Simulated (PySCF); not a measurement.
C5H10OSi.
Atom-mapped SMILES: `[CH3:1][C:2](=[O:3])[C@@H:4]1[CH2:5][C@@H:6]1[SiH3:7]`

Geometry (GFN2-xTB, Å), atoms numbered from 1 in this order:
```xyz
17
C5H10OSi angstrom
C     -2.5010    0.4600    0.1825
C     -1.0341    0.3257    0.4949
O     -0.5218    0.8716    1.4520
C     -0.2396   -0.4979   -0.4221
C      0.6225   -1.5728    0.2086
C      1.2606   -0.3373   -0.3100
Si     1.9412    0.9354    0.9223
H     -3.0026    1.0296    0.9601
H     -2.6189    0.9707   -0.7718
H     -2.9540   -0.5255    0.0949
H     -0.6935   -0.7275   -1.3783
H      0.7197   -2.5030   -0.3342
H      0.5409   -1.6940    1.2787
H      1.7944   -0.4380   -1.2465
H      1.4096    2.2741    0.6911
H      3.3649    1.0000    0.5265
H      1.9047    0.4410    2.2908
```

NICS is the negative of the GIAO shielding at a point without a nucleus: at the ring centre (0) and 1 Å above and below it (1); zz is the component along the ring normal. Level: GIAO PBE0/pcSseg-1 (PySCF, non-relativistic, gas phase) on the GFN2-xTB geometry, one conformer.

Ring bond lengths (Å), with Mayer bond orders in brackets: C4–C5 1.515 (0.90), C5–C6 1.484 (0.97), C6–C4 1.513 (0.90).

Question: Give the NICS values of each ring in ppm.

Answer: 
| ring | type | NICS(0) | NICS(1), two faces | NICS(1)zz, two faces | rms pucker (Å) | centre to ring atoms, mean (Å) |
| --- | --- | --- | --- | --- | --- | --- |
| C4–C5–C6 | 3-membered carbocycle; formal bonds all single | -45.6 | -8.7 / -8.6 | -24.6 / -22.4 | 0.00 | 0.87 |

Question: What can be read from them?

Answer: 
- C4–C5–C6: mean NICS(1)zz -23.5 ppm, shielded. C4, C5, C6 have four or more neighbours; no verdict on aromaticity is drawn. NICS(0) lies 37 ppm below the mean NICS(1).

Question: At the first NICS(1) probe listed for ring C4–C5–C6, 1 Å off the ring, what do the in-plane components average?

Answer: The isotropic value is a third of the trace: (3 × -8.7 − (-24.6))/2 = -0.7 ppm.

Question: How shielded are the nuclei of the rings and their hydrogens (means over atoms taken as equivalent)?

Answer: 
```csv
atoms,environment,σ isotropic (ppm)
C4,sp3 carbon next to a carbonyl,160.5
C5,three-membered-ring carbon,163.4
C6,sp3 carbon bound to silicon,178.7
H11,methine hydrogen,29.75
H12,methylene hydrogen,30.29
H13,methylene hydrogen,31.20
H14,methine hydrogen,31.16
```
